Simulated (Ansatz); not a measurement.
Species: BP$_{2}$H$_{4}$, charge 0, doublet. BP2H4 (SMILES [PH]BP, doublet).
B3LYP-D3(BJ)/def2-TZVP minimum from Ansatz (a first-principles code):
```
B
H 1 1.1898
P 1 1.8695 2 117.24
H 3 1.4091 1 106.14 2 150.95
H 3 1.4103 4 100.17 1 110.26
P 1 1.8768 2 120.73 3 -178.35
H 6 1.4249 1 97.66 2 157.20
```
Charge 0, spin multiplicity 2.

Total energies in hartree (Ansatz). Open shells are spin-unrestricted; no spin-orbit coupling. Cores are frozen in correlated methods. No relativity. For partners of very few electrons the exact lower level stands in for a higher one.

```tsv
species	HF/cc-pV(T+d)Z	CCSD(T)/cc-pV(T+d)Z	HF/cc-pV(Q+d)Z	CCSD(T)/cc-pV(Q+d)Z	CCSD(T)/cc-pV(D+d)Z	CCSDT(Q)/cc-pV(D+d)Z
1: BP2H4 (SMILES [PH]BP, doublet)	-708.49444	-708.95365	-708.50256	-708.98657	-708.84006	-708.84277
2: B (doublet)	-24.53207	-24.59810	-24.53297	-24.60084	-24.58941	-24.58977
3: H (doublet)	-0.49981	-0.49981	-0.49995	-0.49995	-0.49928	-0.49928
4: P (quartet)	-340.71631	-340.82157	-340.71872	-340.82830	-340.79336	-340.79376
```

Task: Work out the atomisation energy (electronic, to ground-state atoms) in kcal/mol: take Hartree-Fock from cc-pV(Q+d)Z, extrapolate the CCSD(T) correlation energy as X^-3 (X = 3, 4), and add CCSDT(Q) - CCSD(T) in cc-pV(D+d)Z. 1 hartree = 627.51 kcal/mol.

Result: 
Species 1: correlation (64·(-0.48401) - 27·(-0.45921))/37 = -0.50211; step -0.00271; E1 = -708.50256 + (-0.50211) + (-0.00271) = -709.00738
Species 2: correlation (64·(-0.06787) - 27·(-0.06603))/37 = -0.06921; step -0.00036; E2 = -24.53297 + (-0.06921) + (-0.00036) = -24.60254
Species 3: correlation (64·(0.00000) - 27·(0.00000))/37 = 0.00000; step +0.00000; E3 = -0.49995 + (0.00000) + (+0.00000) = -0.49995
Species 4: correlation (64·(-0.10958) - 27·(-0.10526))/37 = -0.11273; step -0.00040; E4 = -340.71872 + (-0.11273) + (-0.00040) = -340.83185
-1·E1 +1·E2 +4·E3 +2·E4 = 0.74134 hartree = 465.2 kcal/mol.
